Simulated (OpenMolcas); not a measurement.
Levels of Te³⁺ by method

```
Program             : OpenMolcas 26.06
Basis               : ANO-RCC-VQZP [8s7p5d3f2g]
Scalar Hamiltonian  : DKH2, point nucleus
Active space        : 1 electron in 9 orbitals (RAS2 5p; RAS3 5d 6s, at most 1 electron)
State averaging     : 2S+1 = 2 odd, 3 roots; 2S+1 = 2 even, 6 roots
Spin-orbit coupling : RASSI with atomic mean-field integrals over the reference wave functions, term energies averaged over their components
```

Methods on the same reference wave functions:
A. RASSCF
B. SS-RASPT2, IPEA 0.25 Eh, imaginary shift 0.1 Eh (closed shells correlated: 4d 5s)

Energies in eV above 5s2 5p 2P* 1/2, the measured ground level; measured values from Moore, Atomic Energy Levels, vol. III, NSRDS-NBS 35 (1971 reprint of NBS Circular 467, 1958).

```json
{"Level": "5s2 5p 2P* 1/2", "A": "0.0000", "B": "0.0000", "Measured": "0.0000"}
{"Level": "5s2 5p 2P* 3/2", "A": "0.9996", "B": "1.000", "Measured": "1.1435"}
{"Level": "5s2 5d 2D 3/2", "A": "15.2532", "B": "14.687", "Measured": "15.8012"}
{"Level": "5s2 5d 2D 5/2", "A": "15.3630", "B": "14.796", "Measured": "15.8968"}
{"Level": "5s2 6s 2S 1/2", "A": "17.1613", "B": "17.068", "Measured": "16.5464"}
```

Deviations, from unrounded energies. A percentage is the sum of absolute deviations over the sum of measured energies, with the sign that they share, or ± where signs differ.

```csv
Against measurement,Levels,A,B
mean absolute deviation (cm-1),4,3700,5800
fine structure of the ground term (%),1,-12.6,-12.6
other configurations (%),3,±3.5,±5.7
```

A lies closest to measurement on these levels. The largest miss of A in the table is 5s2 6s 2S 1/2, by +5000 cm-1. The ranking rests on the paired levels alone, and a cruder setting can come out closer through cancelling errors.

The lowest spin-free term lies below A's lowest term by 0.508 hartree in B.

ANO sets are built for valence states and can reach diffuse excited orbitals poorly, and with the s shell closed the s pⁿ⁺¹ terms that mix with these levels are absent. With one active electron the reference holds no correlation, so core polarisation is missing (holds for A). With one active electron, CASPT2 adds the correlation within the correlated inactive shells and between them and that electron, and leaves the splitting within a term as the reference gives it (holds for B). Computed and measured levels are paired by configuration, term and J; levels that our copy of the source lacks, or whose pairing is in doubt (as where it misses far off the trend of its configuration), stay unpaired and out of the deviations. Only configurations of the active space appear.

* marks odd parity.
